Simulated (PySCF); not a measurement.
# How methods differ on the ionisation energy of Xe⁴²⁺

Xe⁴²⁺ [Ne] 3s2 (1S) → Xe⁴³⁺ [Ne] 3s1 (2S), as a difference of total energies. Computed with PySCF 2.14 in an uncontracted even-tempered set (18 s from 8.4 bohr⁻², ratio 2.2; 12 p from 11 bohr⁻², ratio 2.2; 5 d from 40 bohr⁻², ratio 2.4; 4 f from 60 bohr⁻², ratio 2.4; 4 g from 91 bohr⁻², ratio 2.4), with the non-relativistic Hamiltonian (point nucleus). Correlated levels: outer shells: 1s2 frozen; virtual orbitals above 40 to 60 times the deepest correlated orbital energy dropped. The calculations carry no spin-orbit coupling.

```tsv
method	ionisation energy (eV)
UHF	3124.4
LDA	3128.7
PBE	3130.7
PBE0	3129.4
r2SCAN	3124.4
B97-3	3129.2
BLYP	3130.1
MP2 (outer shells)	3128.7
SCS-MP2 (outer shells)	3129.2
```

Problem. How much does correlation contribute at MP2 (outer shells)?

Solution. 3128.7 − (3124.4) = 4.3 eV, measured against UHF.

The gap to the reference is mostly relativistic.

For comparison: 3243 ± 4 eV (theoretical estimate listed by NIST; NIST Atomic Spectra Database, ionization energies).
